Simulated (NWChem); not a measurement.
Species: TiH$_{3}$O$_{3}$Cl; SMILES [Cl][Ti]([OH])([OH])[OH]

```xyz
8

Ti     0.0000     0.0000    -0.3148
Cl     0.0000     0.0000     1.9094
O      1.5843     0.5143    -0.9023
H      1.9013     1.3348    -1.2925
O     -1.2375     1.1149    -0.9023
H     -2.1066     0.9792    -1.2925
O     -0.3467    -1.6292    -0.9023
H      0.2053    -2.3140    -1.2925
```
Atoms are numbered in this order, from 1.

Computed with NWChem. Structure relaxed at the PBE0/def2-SVP level. No frequency run checked for a minimum. Total energies compare along this basis series because the functional is fixed.

```
level              basis functions  energy (Ha)  highest occupied level (eV)  orbital gap (eV)  dipole (D)
-----------------  ---------------  -----------  ---------------------------  ----------------  ----------
B3LYP/cc-pVDZ                  118   -1537.4582                        -8.23              6.21        3.74
B3LYP/aug-cc-pVDZ              182   -1537.4872                        -8.37              6.28        3.57
B3LYP/cc-pVTZ                  234   -1537.5577                        -8.32              6.36        3.59
```
